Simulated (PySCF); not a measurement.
SMILES CSCC(C)=O, GFN2-xTB optimised geometry.

```
14

C      1.42     2.07     2.27
S      1.86     0.38     1.77
C      1.38     0.47     0.00
C     -0.12     0.47     0.00
C     -0.75    -0.90     0.08
O     -0.76     1.50     0.00
H      2.13     2.77     1.85
H      0.41     2.29     1.94
H      1.47     2.09     3.36
H      1.81    -0.42    -0.47
H      1.80     1.38    -0.42
H     -1.81    -0.81     0.31
H     -0.24    -1.50     0.83
H     -0.63    -1.39    -0.88
```

Density from PBE0/def2-TZVP run with PySCF at that geometry.

Minimum of the electron density along straight lines between bonded atoms, close to the bond critical point (lines longer than 1.1 times the sum of covalent radii, or with two minima, are not listed):

```csv
bond,length / Å,ρ at the minimum / e bohr⁻³,∇²ρ there / e bohr⁻⁵,position (fraction from the first atom)
C1–S2,1.812,0.182,-0.31,0.47
S2–C3,1.833,0.174,-0.26,0.53
C3–C4,1.508,0.264,-0.70,0.50
C4–C5,1.503,0.264,-0.70,0.52
C4–O6,1.207,0.424,-0.01,0.33
C1–H7,1.087,0.282,-0.98,0.65
C1–H8,1.087,0.284,-0.99,0.65
C1–H9,1.085,0.282,-0.98,0.65
C3–H10,1.087,0.282,-0.98,0.65
C3–H11,1.089,0.282,-0.99,0.65
C5–H12,1.087,0.281,-0.97,0.64
C5–H13,1.087,0.278,-0.95,0.64
C5–H14,1.089,0.275,-0.93,0.64
```
